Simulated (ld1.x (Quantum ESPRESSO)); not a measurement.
Scattering properties, TM semilocal potential for molybdenum (Mo)

ld1.x (Quantum ESPRESSO) 7.5 input, shortened:

```
&input
   title='Mo', zed=42., rel=0, dft='PZ', iswitch=3,
   config='[Kr] 4d5.5 5s0.5 5p0'
 /
 &inputp
   pseudotype=1, tm=.true., lloc=0,
   nlcc=.true.
 /
3
5P  2  1   0.00   0.00  4.20  4.20  0.0
4D  3  2   5.50   0.00  2.00  2.00  0.0
5S  1  0   0.50   0.00  3.40  3.40  0.0
 &test
   configts(1)='4d5.5 5s0.5 5p0'
 /
```

The phase is arctan(r·u′/u) with u = r·R(r), unwrapped; energies in Ry, scanned from -2 to 5 Ry. A pole is an energy at which the radial function vanishes at the test radius. The pseudo phase is shifted by a multiple of π to meet the all-electron one at the reference energy, and phase errors are pseudo minus all-electron; the curves can meet again beyond the range given. Levels narrower than the energy grid can be missing from the lists of poles.

Task: For each channel, where are the poles, and over which energies does the pseudopotential scatter like the atom?

Result:

```
channel  radius (bohr)  reference energy (Ry)  poles, all-electron      poles, pseudo  unbroken range about the reference energy with phases within 0.05 rad  phase error 1 Ry above the reference energy (rad)
      s           4.57                  -0.27           0.04, 2.50   0.04, 2.07, 4.43                                                              below 0.7                                             -0.056
      p           4.57                  -0.07           0.50, 3.07         0.48, 2.54                                                              below 1.0                                             -0.034
      d           4.57                  -0.24    -0.20, 1.46, 4.26  -0.20, 1.47, 4.29                                                              below 2.6                                             +0.003
```

Phases in the p channel:

| E (Ry) | all-electron | pseudo |
| --- | --- | --- |
| -2.00 | 1.408 | 1.407 |
| -1.52 | 1.380 | 1.379 |
| -1.04 | 1.330 | 1.330 |
| -0.56 | 1.202 | 1.201 |
| -0.08 | -0.082 | -0.082 |
| 0.40 | -1.520 | -1.526 |
| 0.88 | -1.715 | -1.743 |
| 1.36 | -2.065 | -2.530 |
| 1.84 | -4.207 | -4.492 |
| 2.32 | -4.581 | -4.671 |
| 2.80 | -4.678 | -4.757 |
| 3.28 | -4.736 | -4.865 |
| 3.76 | -4.793 | -5.505 |
| 4.24 | -4.893 | -7.616 |
| 4.72 | -5.399 | -7.775 |
